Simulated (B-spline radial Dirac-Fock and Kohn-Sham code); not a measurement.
## What relativity does to the binding energies of Tm²⁰⁺

System: the Tm²⁰⁺ ion, [Kr] 4d10 4f3.

Both columns are ΔSCF binding energies of the configuration average from a radial finite-basis atomic code: non-relativistic Hartree-Fock with a point nucleus, and Dirac-Fock with a finite nucleus and the Coulomb interaction alone, averaged over the two j levels with weights 2j+1.

```csv
shell,Hartree-Fock (eV),Dirac-Fock (eV),shift (eV),shift (%)
1s,56073.6,60229.5,+4155.92,+7.41
2s,9639.0,10725.0,+1085.96,+11.27
2p,9211.4,9565.7,+354.30,+3.85
3s,2629.2,2892.6,+263.42,+10.02
3p,2434.9,2531.2,+96.33,+3.96
3d,2076.8,2061.4,-15.43,-0.74
4s,938.5,1009.6,+71.11,+7.58
4p,856.1,882.3,+26.20,+3.06
4d,706.1,704.0,-2.17,-0.31
4f,529.0,521.8,-7.20,-1.36
```

Relativity binds 1s, 2s, 2p, 3s, 3p, 4s, 4p more strongly, among those listed most of all 2s in relative terms, and 3d, 4d, 4f more weakly, because the contracted s and p shells screen the nucleus better.

Values without a named source are computed, but for edge energies of neutral atoms, which are taken from tables.
